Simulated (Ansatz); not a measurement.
Ideal-gas functions of `C1=[CH][Zn][O]1` at 800 K and 1 bar, from an Ansatz frequency run at PBE0-D4/def2-TZVP.

Molar mass 107.43 g/mol, point group Cs (symmetry number 1), electronic degeneracy 1, moments of inertia 43.344, 92.091, 135.434 u Å². Harmonic wavenumbers (cm⁻¹, unscaled): 317, 363, 449, 570, 770, 889, 949, 1185, 1213, 1487, 3041, 3290.

Use S(trans) = R[1.5 ln M + 2.5 ln T − 1.1517]; rotational temperatures θ = 24.2544 K / I; S(rot) = R[ln(√π/σ · √(T³/θAθBθC)) + 1.5]; for each mode x = 1.438777 ν̃/T, S = R[x/(eˣ − 1) − ln(1 − e⁻ˣ)] and H = RT x/(eˣ − 1); 1 cm⁻¹ = 0.0119627 kJ/mol; R = 8.31446 J/(mol·K).

Question: By hand: the entropy, in J/(mol·K).

Answer: Translation 187.7. Rotation: θ = 0.5596, 0.2634, 0.1791 K, giving 115.7. Vibration, mode by mode: 13.10, 12.01, 10.31, 8.46, 6.24, 5.25, 4.81, 3.44, 3.30, 2.24, 0.23, 0.16, in all 69.5. Electronic 0.0. Sum 372.9 J/(mol·K).

Question: By hand: H − E and G − E in kJ/mol, counted from the electronic energy.

Answer: Zero-point energy ½ × 14523 × 0.0119627 = 86.9; thermal vibration 31.4; translation, rotation and pV give 4 RT = 26.6. H − E = 144.9 kJ/mol, and G − E = 144.9 − 800 × 372.9/1000 = -153.4 kJ/mol.

Vibration gives 19 % of the entropy.
